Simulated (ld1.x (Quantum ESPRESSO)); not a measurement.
# Building the PAW potential for Hg (Z = 80) (LDA (PZ), fully relativistic).

- Element: mercury (Hg)
- Generator: ld1.x (Quantum ESPRESSO) 7.5
- Type: PAW
- Functional: LDA (PZ)
- Relativity: fully relativistic
- Frozen core: [Kr] 4d10 4f14 5s2
- Valence charge: 18
- Reference configuration: 5p6 5d10 6s1.5 6p0.5
- Partial waves: 6s (bound): rcut 2.10, rcutus 2.45 bohr; 6s channel at -0.15 Ry: rcut 2.10, rcutus 2.45 bohr; 5p (bound): rcut 1.50, rcutus 1.90 bohr; 6p (bound): rcut 1.50, rcutus 1.90 bohr; 5d (bound): rcut 2.20, rcutus 2.45 bohr; 5d channel at 2.4 Ry: rcut 2.20, rcutus 2.45 bohr; 5f channel at 0.2 Ry: rcut 2.55, rcutus 2.75 bohr
- Local potential: all-electron potential smoothed inside 1.85 bohr (lloc = -1)
- Core correction: a·sin(br)/r model core inside 1.10 bohr
- Augmentation charge: PSQ, inside the norm-conserving radii

Open shells are filled in proportion to 2j + 1 (rel_dist='average').

All-electron outer shells of the reference configuration (LDA (PZ), scalar-relativistic, ld1.x):

| shell | level (eV) | outermost node (bohr) | outermost maximum (bohr) |
| --- | --- | --- | --- |
| 5s | -119.72 | 0.47 | 0.82 |
| 4f | -97.49 | – | 0.37 |
| 5p | -67.93 | 0.51 | 0.92 |
| 5d | -11.19 | 0.55 | 1.17 |
| 6s | -7.97 | 1.08 | 2.18 |
| 6p | -1.81 | 1.27 | 3.18 |

Task: Does the generator finish with these settings?

Result: Yes, a potential is produced and its reference levels are reproduced.

Task: Tests: 5p6 5d10 6s2 6p0; 5p6 5d10 6s1 6p0; 5p6 5d10 6s0 6p0; 5p5 5d10 6s2 6p0; 5p6 5d10 6s1 6p1; 5p6 5d9 6s2 6p1; 5p6 5d8 6s0 6p0. Which has the largest error in its energy relative to the reference configuration, and how large is it?

Result: 5p5 5d10 6s2 6p0, with -76 meV (all-electron minus pseudo) on +71.83 eV.

The ghost test of this file was not conclusive.
